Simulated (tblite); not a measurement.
Species: C4H5BCl2.
Atom-mapped SMILES: `[Cl:1][BH:2]/[CH:3]=[C:4]1/[CH2:5][C@@H:6]1[Cl:7]` (hydrogens: H8 on B2; H9 on C3; H10, H11 on C5; H12 on C6)

Computed with GFN2-xTB (tblite), gas phase: L-BFGS steps from a force-field or distance-geometry start until the largest atomic force falls under 0.01 eV/Å.

Step 21: E = -582.7409 eV
```
atom  x, y, z in Å  |  force x, y, z in eV/Å
Cl1     1.7805    1.8246   -1.1283   -0.022   0.003   0.015
B2      1.9505    0.1419   -1.1411    0.100  -0.141   0.035
C3      0.7951   -0.7766   -0.6622   -0.045   0.134   0.051
C4     -0.2291   -0.3538    0.0653    0.029   0.069   0.084
C5     -1.4224   -0.6325    0.8690    0.029  -0.064  -0.030
C6     -0.8743    0.7700    0.7449    0.082   0.069  -0.051
Cl7    -1.7782    1.9366   -0.2305    0.030  -0.025   0.063
H8      2.9883   -0.3192   -1.4549   -0.108   0.051  -0.061
H9      0.8397   -1.8401   -0.8637    0.032  -0.052  -0.028
H10    -1.2913   -1.1456    1.8117   -0.079  -0.003   0.018
H11    -2.3515   -0.8523    0.3670   -0.033  -0.079  -0.037
H12    -0.4060    1.2463    1.5969   -0.014   0.038  -0.059
```

Step 22: E = -582.7441 eV
```
atom  x, y, z in Å  |  force x, y, z in eV/Å
Cl1     1.7840    1.8252   -1.1183   -0.015   0.007   0.001
B2      1.9485    0.1422   -1.1514    0.122  -0.126   0.082
C3      0.8019   -0.7740   -0.6496   -0.054   0.110   0.014
C4     -0.2240   -0.3559    0.0778    0.051   0.088   0.064
C5     -1.4243   -0.6332    0.8718    0.027  -0.065  -0.062
C6     -0.8759    0.7693    0.7461    0.065   0.070  -0.009
Cl7    -1.7700    1.9368   -0.2373    0.032  -0.036   0.070
H8      2.9792   -0.3213   -1.4880   -0.134   0.066  -0.063
H9      0.8494   -1.8363   -0.8501    0.033  -0.103  -0.028
H10    -1.3071   -1.1453    1.8179   -0.089   0.022  -0.020
H11    -2.3439   -0.8498    0.3509   -0.042  -0.109  -0.006
H12    -0.4166    1.2416    1.6040    0.004   0.076  -0.045
```

Step 23: E = -582.7475 eV
```
atom  x, y, z in Å  |  force x, y, z in eV/Å
Cl1     1.7877    1.8250   -1.1079   -0.001   0.004  -0.007
B2      1.9483    0.1411   -1.1596    0.096  -0.061   0.114
C3      0.8087   -0.7700   -0.6356   -0.028   0.021  -0.027
C4     -0.2179   -0.3567    0.0923    0.067   0.079   0.027
C5     -1.4264   -0.6350    0.8735    0.020  -0.033  -0.082
C6     -0.8769    0.7691    0.7474    0.017   0.042   0.051
Cl7    -1.7593    1.9367   -0.2440    0.020  -0.031   0.059
H8      2.9674   -0.3223   -1.5263   -0.124   0.058  -0.063
H9      0.8607   -1.8324   -0.8352    0.022  -0.116  -0.019
H10    -1.3253   -1.1455    1.8235   -0.090   0.050  -0.063
H11    -2.3371   -0.8490    0.3347   -0.028  -0.128   0.023
H12    -0.4287    1.2383    1.6113    0.028   0.113  -0.013
```

**Question.** Estimate the geometry and energy of step 24. (The exact step hangs on the optimiser's Hessian estimate; all steps are aligned on step 23, rigid shifts and turns removed.)

**Answer.** E = -582.7510 eV, largest force 0.144 eV/Å
```
atom  x, y, z in Å  |  force x, y, z in eV/Å
Cl1     1.7916    1.8241   -1.0984    0.015   0.001  -0.008
B2      1.9497    0.1392   -1.1641    0.034   0.026   0.123
C3      0.8153   -0.7660   -0.6224    0.019  -0.093  -0.055
C4     -0.2110   -0.3562    0.1068    0.065   0.046  -0.016
C5     -1.4284   -0.6371    0.8731    0.014   0.018  -0.079
C6     -0.8774    0.7694    0.7496   -0.035  -0.001   0.100
Cl7    -1.7475    1.9361   -0.2500   -0.001  -0.010   0.034
H8      2.9537   -0.3218   -1.5657   -0.083   0.032  -0.062
H9      0.8722   -1.8297   -0.8207    0.001  -0.092  -0.005
H10    -1.3441   -1.1453    1.8267   -0.076   0.068  -0.090
H11    -2.3323   -0.8508    0.3208    0.001  -0.130   0.035
H12    -0.4406    1.2374    1.6184    0.046   0.134   0.023
```

The energy changes by -0.0036 eV. The first-order estimate −F·Δx gives -0.0048 eV and the mean of the old and new forces, exact on a quadratic surface, -0.0036 eV. The step makes an angle of 78° with the force vector and moves no atom by more than 0.042 Å.

What follows is the cost of the whole relaxation. The run took 0.39 s of wall time on an Arm Neoverse V1 with one thread, no GPU, shared host.
